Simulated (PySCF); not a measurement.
Species: C6H11O (doublet state).
SMILES with atom numbers: `[CH:1]1[CH2:2][CH2:3][CH2:4][O:5][CH2:6][CH2:7]1` (hydrogens: H8 on C1; H9, H10 on C2; H11, H12 on C3; H13, H14 on C4; H15, H16 on C6; H17, H18 on C7)

Computed geometry: GFN2-xTB, gas phase. This method treats the open shell by occupation alone, without spin polarisation.

Task: Give the optimised bond lengths and angles.

Result: 
| bond | length (pm) | order |
| --- | --- | --- |
| C1–C2 | 148.3 | single |
| C2–C3 | 153.0 | single |
| C3–C4 | 153.4 | single |
| C4–O5 | 141.0 | single |
| O5–C6 | 140.2 | single |
| C6–C7 | 155.4 | single |
| C1–C7 | 147.5 | single |
| C1–H8 | 107.7 | single |
| C2–H9, C2–H10 | 110.0 | single |
| C3–H11, C3–H12 | 109.2 | single |
| C4–H13, C4–H14 | 109.7 | single |
| C6–H15, C6–H16 | 109.7 | single |
| C7–H17, C7–H18 | 109.3 | single |

Bonds in one row agree within 1 pm and their mean is given. Orders are formal, as drawn. A selection of angles:
| angle | degrees |
| --- | --- |
| C2–C1–C7 | 123.1 |
| C2–C1–H8 | 117.6 |
| C7–C1–H8 | 119.0 |
| C1–C2–C3 | 114.4 |
| C1–C2–H9 | 109.1 |
| C3–C2–H9 | 109.0 |
| C3–C2–H10 | 108.3 |
| H9–C2–H10 | 105.6 |
| C2–C3–C4 | 113.3 |
| C2–C3–H11 | 108.5 |
| C2–C3–H12 | 110.5 |
| C4–C3–H11 | 108.4 |
| H11–C3–H12 | 107.7 |
| C3–C4–O5 | 114.1 |
| C3–C4–H13 | 109.5 |
| O5–C4–H13 | 104.2 |
| O5–C4–H14 | 110.2 |
| H13–C4–H14 | 108.6 |
| C4–O5–C6 | 115.2 |
| O5–C6–C7 | 113.8 |
| O5–C6–H15 | 110.5 |
| O5–C6–H16 | 104.8 |
| C7–C6–H15 | 109.2 |
| H15–C6–H16 | 109.0 |
| C6–C7–H17 | 106.4 |
| C6–C7–H18 | 107.7 |
| C1–C7–C6 | 112.7 |
| C1–C7–H17 | 111.3 |
| C1–C7–H18 | 110.0 |
| H17–C7–H18 | 108.6 |

Dihedral angles: C7–C1–C2–C3 -13° (synperiplanar); C1–C2–C3–C4 -55° (synclinal); C2–C3–C4–O5 87° (synclinal); C3–C4–O5–C6 -75° (synclinal); C4–O5–C6–C7 67° (synclinal); O5–C6–C7–C1 -78° (synclinal); C2–C1–C7–C6 70° (synclinal). The mirror-image conformer, all signs reversed, is as good.

O5 (oxygen bonded to 2 C) is bent (angle 115.2°). The 7-membered ring C1–C2–C3–C4–O5–C6–C7 has internal angles of 112.7° to 123.1° (sum 807°, against 900° for a flat polygon); it is puckered, 0.30 Å rms from its mean plane, widest ring torsion 87°. The 5 C–C bonds span 1.475 Å (C1–C7, drawn single) to 1.554 Å (C6–C7, drawn single), a spread of 0.079 Å. C1 (carbon bonded to 2 C and H) is planar (angles 123.1°, 119.0° and 117.6°, sum 359.7°, 0.05 Å off the plane of its three neighbours). Of the pairs four or more bonds apart, H14···H15 is among the closest relative to their van der Waals radii: 2.36 Å, 98 % of the sum of Bondi's values.

Point group: C1 (no symmetry element, even within 0.4 Å). Not checked by GFN2-xTB frequencies.
